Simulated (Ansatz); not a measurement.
```yaml
crystal:
  periodic: [false, false, false]
  atoms:
    - {symbol: C, position_ang: [0.007548, -1.444904, -0.766149]}
    - {symbol: O, position_ang: [0.020254, -0.732513, 0.410868]}
    - {symbol: Al, position_ang: [-0.044670, 0.993675, 0.561915]}
    - {symbol: O, position_ang: [-0.381968, 1.822655, 2.064315]}
    - {symbol: Cl, position_ang: [0.676251, 2.343146, -1.109238]}
    - {symbol: H, position_ang: [0.455700, -0.911572, -1.672719]}
    - {symbol: H, position_ang: [1.041795, -2.083787, -0.555276]}
    - {symbol: H, position_ang: [-0.864041, -1.959926, -1.050055]}
    - {symbol: H, position_ang: [-0.422223, 2.472068, 2.247378]}
basis:
  gaussian: {orbitals: ANO-RCC-VTZP}
magnetization: {spin_polarized: true, initial_magnetization: 2}
hamiltonian: {xc: {name: revPBE}, dispersion: d4}
relax: {f_tol: 0.0001, max_steps: 1}
```

```sh
$ ansatz run in.yaml --threads 4 --pin off --events-out ev --progress --plain --max-ram 10444MiB
```

Shortened log:

```
Functional definition: revPBE
1563 factors; their error is unknown
mean field evaluation 1: about -24338.2233 eV, gradient 7.7e1 eV
mean field evaluation 2: about -24027.1128 eV, gradient 2.2e2 eV
mean field evaluation 4: about -24346.2596 eV, gradient 5.8e1 eV
mean field evaluation 8: about -24360.9547 eV, gradient 1.3e1 eV
mean field evaluation 16: about -24362.1244 eV, gradient 4.6e0 eV
mean field evaluation 32: about -24362.2932 eV, gradient 5.5e-5 eV
mean field -24362.29319473 eV, -895.2977615509 hartree, gradient 2.1e-6 eV, S^2 2.003193; 10 other end points of the search recorded, 0 dependent functions left out
reference -24362.29330976 eV, -895.2977657783 hartree; 29, 27 occupied and 185, 187 virtual orbitals, 1563 factors
relax step   1: F+E_penalty+E_count = -24362.77795361 eV  Δ(F+E_penalty+E_count) = +0.000e0 eV  max|allowed force component| = 4.369e1 eV/Å  Δτ_max = 0.0000 Å  (535 SCF iters, accepted)
Error: geometry relaxation did not converge after 1 steps: max|allowed force component| = 4.37e1 eV/Å (threshold 1.0e-4). Raise `relax.max_steps` over both its present limit and 1, loosen `relax.f_tol`, or start from a geometry closer to equilibrium. Where this run's directory can be resumed (`checkpoint.write`), a resume goes on for up to `relax.max_steps` more
```

In this input the relaxation is allowed too few steps for its threshold. No converged result was reached.
